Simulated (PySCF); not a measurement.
C3H7ClSi, SMILES C[SiH2]/C=C/Cl.

Coordinates come from a PBE0-D3(BJ)/def2-SVP optimisation. The structure was generated by enumeration; whether it is a known compound was not checked. The values are those of a single conformer.

All values below come from r2SCAN/def2-TZVP (PySCF).

Isolated molecule, no solvent.

Computed frontier levels, gap, dipole moment and polarisability:
```json
{
 "highest_occupied_level": "-6.60 eV",
 "lowest_empty_level": "-1.48 eV",
 "orbital_gap": "5.13 eV",
 "dipole_moment": "1.44 D",
 "quadrupole, principal values (traceless, Buckingham form, about the centre of nuclear charge)": "-3.77, -0.01, 3.79 D·Å",
 "mean_static_polarisability": "78.6 bohr³ (11.64 Å³)",
 "polarisability_principal_values": "59.7, 65.3, 110.7 bohr³"
}
```
